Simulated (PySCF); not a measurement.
CBr3, SMILES Br[C](Br)Br (connectivity only; charge and spin as stated), charge +1, multiplicity 1. Coordinates come from a TPSSh-D3(BJ)/def2-SVP optimisation. The spin state was assumed, not searched. The isomer is the one that the SMILES or the coordinates give; other isomers of the formula were not compared.

All values below come from TPSSh-D3(BJ)/def2-SVP (PySCF 2.14.0).

Harmonic wavenumbers (cm⁻¹): 180, 180, 321, 433, 885, 885. Rotational constants (GHz): 1.276, 1.276, 0.6382; symmetry number 6.

Question: Work out the zero-point energy and the ideal-gas rigid-rotor harmonic-oscillator thermochemistry at 298.15 K and 1 atm.

Answer: ZPE = ½ Σ hcν = ½ × 2885 cm⁻¹ = 4.12 kcal/mol. H − E(el) = 7.73 kcal/mol. Entropy in cal/(mol K): translation 42.47, rotation 26.55, vibration 7.10, total 76.12. G − E(el) = -14.96 kcal/mol. Cp = 15.75 cal/(mol K).
